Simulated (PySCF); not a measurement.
TlBr₂⁺: from structure and modes to constants

Level of theory: PBE0/[Tl def2-TZVP with ECP60, Br def2-TZVP], scalar-relativistic core potentials, density fitting, no spin–orbit coupling, PySCF.

The singlet minimum has D∞h symmetry. Masses (u): Tl 204.97441, Br 78.91834.

```xyz
3
charge 1 multiplicity 1, angstrom
Tl    0.0000    0.0000    0.0000
Br    2.3872    0.0000    0.0000
Br   -2.3872    0.0000    0.0000
```

Harmonic wavenumbers (cm⁻¹): 65.6 (πu, ×2), 227.0 (σg+, ×1), 317.3 (σu+, ×1).

(1) Find the principal moments of inertia and the rotational constants. What kind of rotor is it?

(2) What is the harmonic zero-point energy?

(3) Find the vibrational entropy and heat capacity at 298.15 K.

(4) Give the standard entropy (298.15 K, 1 bar) by its translational, rotational, vibrational and spin parts, and Cp.

(5) Find the bond force constant k and the stretch–stretch coupling k′ of the valence force field.

Results:

(1) About the centre of mass I = 899.44 u Å². With B = 16.8576/I this gives 0.01874 cm⁻¹. The molecule is linear.

(2) Half the sum of all 4 wavenumbers, 676/2 = 338 cm⁻¹, which is 4.0 kJ/mol (1 cm⁻¹ = 0.0119627 kJ/mol).

(3) With u = 1.43878 ω/T, each mode gives S = R[u/(eᵘ−1) − ln(1−e⁻ᵘ)] and C = R u² eᵘ/(eᵘ−1)².
```
 ω (cm⁻¹)      u  S (J/(mol K))  C (J/(mol K))
65.6 (×2)  0.317          17.91           8.25
    227.0  1.096           7.96           7.53
    317.3  1.531           5.54           6.86
```
The sums over all modes are S = 49.3 and C = 30.9 J/(mol K); the softest mode gives 36 % of the entropy (each member, where degenerate).

(4) Sackur–Tetrode with M = 362.81 u gives 182.4; rotation with symmetry number 2 gives 80.0; vibration 49.3; spin R ln 1 = 0.0. The total is 311.6 J/(mol K), and Cp = 7/2 R + 30.9 = 60.0 J/(mol K).

(5) For linear XMX, 4π²c²ω(σg)² = (k + k′)/mX and 4π²c²ω(σu)² = (k − k′)(1 + 2mX/mM)/mX. So k + k′ = 2.396 and k − k′ = 2.645 mdyn/Å, giving k = 2.521 and k′ = -0.124 mdyn/Å.

Only a few start shapes were tried, so a lower isomer may exist. With an element this heavy the missing spin–orbit coupling can shift these numbers.
